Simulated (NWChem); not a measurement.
System: CH₄BFOSe; SMILES [SeH]B(OC)F

Input file for NWChem:

```
start job
memory heap 200 mb stack 900 mb global 1100 mb
geometry units angstroms noautoz
  B     -0.659552     0.625342    -0.088967
  F     -1.975043     0.642493    -0.254367
  O      0.004890     1.782880    -0.213856
  C      1.396346     1.905545    -0.064088
  H      1.666662     2.958750    -0.218765
  H      1.719949     1.604985     0.946697
  H      1.936075     1.292222    -0.805214
  Se     0.251716    -1.064495     0.325507
  H     -0.997065    -1.836444     0.309372
end
basis spherical
  B library def2-svp
  F library def2-svp
  O library def2-svp
  C library def2-svp
  H library def2-svp
  Se library def2-svp
end
dft
  xc b3lyp
  iterations 150
  mulliken
end
task dft energy
```

Geometry: optimised at PBE0/def2-SVP. B3LYP is NWChem's, with the RPA form of VWN correlation.

Problem. Predict the main results of this run. (B3LYP/def2-SVP.) Quantities: energy (Ha); highest occupied level (eV); orbital gap (eV); dipole (D).

Solution. 
```
Property                        Value
---------------------------  --------
energy (Ha)                  -2641.67
highest occupied level (eV)     -7.01
orbital gap (eV)                 7.12
dipole (D)                       1.73
```
